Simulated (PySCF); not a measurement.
Computed shifts of a molecule C₂H₈BNO, PBE/pcSseg-1 (PySCF), GIAO, gas phase, atoms alike by connectivity averaged where their shifts nearly agree, in ppm (number of nuclei): ¹H: 4.68 (1), 4.04 (3), 3.38 (3), 3.06 (1). ¹⁵N: 100.3 (1). ¹³C: 56.2 (1), 37.8 (1). References: ¹¹B against BF3 (σ = 83.9 ppm); ¹H against TMS (σ = 31.49 ppm); ¹⁵N against NH3 (σ = 267.0 ppm); ¹³C against TMS (σ = 182.0 ppm); ¹⁷O against H2O (σ = 334.3 ppm), references at their B3LYP-D3(BJ)/def2-TZVP geometries, non-relativistic. Geometry: PBE-D3(BJ)/def2-SVP. One conformer was computed; it need not be the lowest.

**Question.** Pick the molecule that these values belong to.
A. CCOBN
B. CN(C)BO
C. COB(C)N
D. CNBOC

**Answer.** D, CNBOC
